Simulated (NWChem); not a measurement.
**Lowest excitation of H₂PbS**

```
S
H 1 1.3551
Pb 1 2.5623 2 94.84
H 3 1.8666 1 89.35 2 180.00
```
Charge 0, spin multiplicity 1.

The numbers come from NWChem runs, not from measurements. Structure: optimised with B3LYP/def2-SVP with def2 effective core potentials on Pb, a minimum by its harmonic frequencies. It is one conformer; others weren't searched.

Basis set: def2-SVPD.

Effective core potentials replace the inner electrons of Pb; spin-orbit coupling is left out. The correlated methods keep 9 core orbitals frozen. B3LYP has NWChem's definition, with VWN1-RPA local correlation. The structure started from a generated list of species. Coupled-cluster values serve here as a point of comparison, not as the truth.

Problem. Order these methods by the lowest vertical singlet excitation energy they give, lowest first: TD-PBE, CIS, EOM-CCSD.

Solution. TD-PBE (2.91 eV), EOM-CCSD (3.11 eV), CIS (3.40 eV)
